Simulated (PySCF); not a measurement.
Species: C₅H₆N₂PSi (doublet state).
Cartesian coordinates in Å at the GFN2-xTB level; atoms count from 1:
```
atom  x, y, z in Å
C1    -1.317    2.455    0.049
C2    -0.372    1.712    0.016
C3     0.750    0.870   -0.033
N4     1.986    1.267   -0.194
C5     2.742    0.140   -0.187
C6     1.946   -0.953   -0.023
N7     0.653   -0.504    0.071
Si8   -0.764   -1.494    0.387
P9    -2.628   -0.494   -0.314
H10   -2.133    3.114    0.078
H11    3.806    0.195   -0.304
H12    2.173   -1.997    0.032
H13   -0.466   -2.703   -0.403
H14   -3.385   -1.638   -0.109
H15   -2.995    0.038    0.912
```

The hyperfine couplings belong to this conformer and change with its torsions.

As a line formula: `C#Cc1nccn1[SiH]P` [radical].

Theory: UKS B3LYP, pcH-1 on C H N P Si, non-relativistic, mean-field spin-orbit, GIAO in PySCF. Isolated species at its GFN2-xTB geometry (one conformer only). Couplings are sensitive to structure, and on GFN2-xTB geometries they can be far from those on DFT ones, by a factor of two or more for some ions and for spin on atoms past the first row. No stability test was run, so a lower SCF solution isn't excluded.

Mulliken spin populations: C1 +0.008, C2 -0.005, C3 +0.013, N4 +0.019, C5 +0.014, C6 -0.002, N7 +0.019, Si8 +0.769, P9 +0.133, H10 0.000, H11 -0.001, H12 0.000, H13 +0.025, H14 -0.003, H15 +0.010.

(1) Give the computed dipolar 1H tensors of H10, H11, H12.

(2) Estimate them with point dipoles: put each population ρk at its nucleus, leave out the nucleus itself and the atom bound to it, and sum T = Σ [ρk/(2S)]·C·(3 n nᵀ − 1)/r³ with C = μ0 gₑ μB g_N μN/(4π h) = 79.06 MHz Å³.

(3) If all the spin sat on Si8, T∥ = 2C/r³. What distance does the computed T3 of H10 then imply?

## Answers

(1) 
| atom | position | distance from Si8 (Å) | T1 (MHz) | T2 | T3 |
| --- | --- | --- | --- | --- | --- |
| H10 | 5 bonds from Si8 | 4.82 | -0.75 | -0.53 | 1.28 |
| H11 | 4 bonds from Si8 | 4.92 | -1.07 | -0.68 | 1.75 |
| H12 | 3 bonds from Si8 | 3.00 | -2.09 | -1.36 | 3.45 |

(2) 
```json
{"atom": "H10", "T1 (MHz)": "-0.80", "T2": "-0.68", "T3": "1.48", "T3, computed": "1.28", "difference in T3 (%)": "+16"}
{"atom": "H11", "T1 (MHz)": "-0.79", "T2": "-0.52", "T3": "1.31", "T3, computed": "1.75", "difference in T3 (%)": "-25"}
{"atom": "H12", "T1 (MHz)": "-2.73", "T2": "-2.08", "T3": "4.81", "T3, computed": "3.45", "difference in T3 (%)": "+40"}
```

In T3 the estimate is closest for H10 (+16 %, 4.82 Å from Si8) and worst for H12 (+40 %, 3.00 Å).

(3) r = (2 × 79.06/1.28)^(1/3) = 4.98 Å, against 4.82 Å in the structure.
